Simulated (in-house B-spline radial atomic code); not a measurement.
BHandHLYP excitations of Ca¹⁰⁺

Method: BHandHLYP. Computed with an all-electron radial atomic-structure program (B-spline basis): linear response of the closed shell [He] 2s2 2p6 with the functional's adiabatic kernel; non-relativistic, point nucleus, no spin-orbit coupling, no double excitations, S, P, D and F terms only. Only terms of natural parity with L up to 3 were computed.

Command:
```bash
python run_td.py task.json out
```
Settings (radii: box in bohr, nucleus in fm):
```
Z                        20
electrons                10
configuration            [He] 2s2 2p6
hamiltonian              nr
method                   bhandhlyp
box_radius               9.77
intervals                49
```

Time taken, with all properties: 0.3 s on 1 thread of Arm Neoverse N1 (shared host).

The lowest states, in the order of their Tamm-Dancoff energies; the method's threshold (minus the highest occupied level) is 577.23 eV. Labels give the largest channel, * marks a mixed state, and oscillator strengths are full-response dipole values. Semilocal kernels can invert the small singlet-triplet splittings of Rydberg terms. Energies in eV:

| state | full response | Tamm-Dancoff | oscillator strength |
| --- | --- | --- | --- |
| 2p → 3s 3P | 339.99 | 340.01 | - |
| 2p → 3s 1P | 342.96 | 342.99 | 0.184 |
| 2p → 3p 3S | ? | ? | - |
| 2p → 3p 3D | 360.63 | 360.66 | - |
| 2p → 3p 1D | 363.38 | 363.39 | - |
| 2p → 3p 1S | 376.54 | 377.26 | - |
| 2p → 3d 3P | ? | ? | - |
| 2p → 3d 3F | 390.06 | 390.10 | - |
| 2p → 3d 1F | 392.80 | 392.80 | - |
| 2p → 3d 1P | 399.30 | 399.56 | 2.17 |

(1) Where does 2p → 3p 3S lie?

(2) Where does 2p → 3d 3P lie?

(3) How large is the singlet-triplet splitting of 2p → 3s (P terms) in Tamm-Dancoff?

(4) What polarisabilities and dispersion coefficient does the method give?

Answers

(1) At 357.83 eV in full response, 357.91 eV in Tamm-Dancoff.

(2) At 389.09 eV in full response, 389.11 eV in Tamm-Dancoff.

(3) 2.98 eV, from the unrounded values.

(4) Dipole 0.02151 bohr³, quadrupole 0.004762 bohr⁵, C6 0.006081 hartree·bohr⁶ for two such species.
